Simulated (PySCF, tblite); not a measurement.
Isomers of C6H12O2SSi, one GFN2-xTB conformer each. Single-point energies are computed at PBE0/pcSseg-1 (PySCF, gas phase, no added dispersion term), electronic only.

```json
{"SMILES": "CO[C@@H]1[Si@@H](SC)[C@@]1(C)C=O", "GFN2-xTB relative energy (kcal/mol)": "8.9"}
{"SMILES": "C[S@@](=O)[C@H]1C[C@H](C=O)C[SiH2]1", "GFN2-xTB relative energy (kcal/mol)": "0.0"}
```

Conformers: `[CH3:1][O:2][C@@H:3]1[Si@@H:4]([S:5][CH3:6])[C@@:7]1([CH3:8])[CH:9]=[O:10]` with C1–O2–C3–Si4 -85°, C3–Si4–S5–C6 117°, Si4–C7–C9–O10 -117°; `[CH3:1][S@@:2](=[O:3])[C@H:4]1[CH2:5][C@H:6]([CH:7]=[O:8])[CH2:9][SiH2:10]1` with C1–S2–C4–C5 164°, C5–C6–C7–O8 131°, S2–C4–C5–C6 79°, C4–C5–C6–C7 170°, C5–C6–C9–Si10 -38°, C6–C9–Si10–C4 14°.

Problem. What does PBE0/pcSseg-1 give for the same structures?

Solution. 
| SMILES | PBE0/pcSseg-1 E (Eh) | PBE0/pcSseg-1 (kcal/mol) | GFN2-xTB (kcal/mol) | point group |
| --- | --- | --- | --- | --- |
| CO[C@@H]1[Si@@H](SC)[C@@]1(C)C=O | -1073.18062 | 0.0 | 8.9 | C1 |
| C[S@@](=O)[C@H]1C[C@H](C=O)C[SiH2]1 | -1073.16151 | 12.0 | 0.0 | C1 |

GFN2-xTB puts C[S@@](=O)[C@H]1C[C@H](C=O)C[SiH2]1 lowest instead. As drawn, the lower has a three-membered ring, which the higher lacks; the higher has an S=O bond, which the lower lacks.

Problem. Which frontier levels, dipoles and rotational constants go with these structures?

Solution. 
| SMILES | HOMO (eV, PBE0/pcSseg-1) | LUMO (eV) | dipole (D) | A, B, C (MHz) |
| --- | --- | --- | --- | --- |
| CO[C@@H]1[Si@@H](SC)[C@@]1(C)C=O | -6.62 | -1.05 | 3.00 | 1203, 759.5, 529.3 |
| C[S@@](=O)[C@H]1C[C@H](C=O)C[SiH2]1 | -6.86 | -0.68 | 5.53 | 1757, 638.6, 559.9 |

Problem. What happens when harmonic zero-point energies from GFN2-xTB frequencies are added?

Solution. 
```tsv
SMILES	ZPE (kcal/mol)	electronic (kcal/mol)	with ZPE (kcal/mol)
CO[C@@H]1[Si@@H](SC)[C@@]1(C)C=O	104.7	0.0	0.0
C[S@@](=O)[C@H]1C[C@H](C=O)C[SiH2]1	104.5	12.0	11.7
```

The zero-point energies span 0.2 kcal/mol. The order is unchanged.
